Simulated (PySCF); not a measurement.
# One molecule, several mistakes: B2CGeH6

These are calculations, not measurements. The program is PySCF 2.14.0, an open-source quantum chemistry code, run on an isolated molecule that a program drew, which may never have been made. The molecule is B2CGeH6 (charge 0, singlet), drawn as the SMILES string `BB[CH2][GeH]`.

Each row is a Hartree-Fock (HF) and frozen-core CCSD(T) single point in the cc-pVDZ basis, meant for a local HF minimum. Run 1 is clean. Each other run has one planted mistake out of seven kinds, and not every kind appears here: one electron removed, one electron added, multiplicity raised by two, geometry at a saddle point, minimal basis STO-3G, one bond length entered in bohr, all coordinates scaled. The reference is restricted for singlets and unrestricted otherwise, and also for a bond in bohr. Adding or removing an electron swaps singlet and doublet. Electrons count all cores. HOMO and LUMO are orbital energies over both spins, the gradient is its largest component, and the lowest frequency (negative if imaginary) is given only where the gradient is small. Bond lengths are over the 9 bonds as drawn. T1 is the CCSD diagnostic: over 0.02 (restricted) or 0.045 (unrestricted) a single reference is doubtful. Germanium has the cc-pVDZ-PP basis, with a core potential (ECP10MDF) in place of its 10 inner electrons, and its 3s, 3p and 3d shells are frozen in CCSD(T).

Geometry of the clean run:
```xyz
10
B2CGeH6, angstrom
B     0.4002   -1.6786   -1.6041
B     0.3873   -0.3009   -0.6167
C    -0.8932    0.4428   -0.1452
Ge   -1.2433    1.8684   -1.5582
H     0.2872   -1.6313   -2.8040
H     0.5395   -2.7794   -1.1333
H     1.4542    0.1683   -0.2939
H    -0.7721    1.0545    0.7591
H    -1.8245   -0.1214   -0.0575
H     0.2108    1.8755   -2.2030
```

| run | electrons | basis functions | <S^2> | HOMO (eV) | LUMO (eV) | gradient (hartree/bohr) | lowest frequency (cm^-1) | mean bond (Å) | longest bond (Å) | T1 | HF (hartree) | CCSD(T) (hartree) | mistake |
|---|---|---|---|---|---|---|---|---|---|---|---|---|---|
| 1 | 54 | 95 | 0.000 | -8.84 | 0.37 | 1.2e-05 | 77 | 1.4099 | 2.037 | 0.0147 | -384.03587 | -384.49484 | no fault |
| 2 | 54 | 95 | 0.890 | -9.04 | 0.34 | 2.0e-02 | - | 1.5179 | 2.064 | 0.0669 | -383.91188 | -384.36737 | one bond length entered in bohr |
| 3 | 55 | 95 | 0.764 | -1.19 | 6.01 | 2.4e-02 | - | 1.4099 | 2.037 | 0.0195 | -384.05002 | -384.52302 | one electron added |
| 4 | 54 | 95 | 2.008 | -7.76 | -0.48 | 3.5e-02 | - | 1.4099 | 2.037 | 0.0161 | -383.99755 | -384.43759 | multiplicity raised by two |
| 5 | 54 | 95 | 0.000 | -8.83 | 0.41 | 1.1e-02 | - | 1.3873 | 2.005 | 0.0147 | -384.03384 | -384.49121 | ? |

**Which mistake was planted in run 5, and what did it cost?**

The mean and the longest bond both change by the same factor, 0.984, and the gradient is no longer small. So the mistake is: all coordinates scaled. Subtracting run 1 and multiplying by 627.51 kcal/mol a hartree, the energy moved by 1.3 kcal/mol in HF and 2.3 kcal/mol in CCSD(T).

Cautions from the logs. Run 2: T1 is over the limit, so its CCSD(T) energy is less reliable.
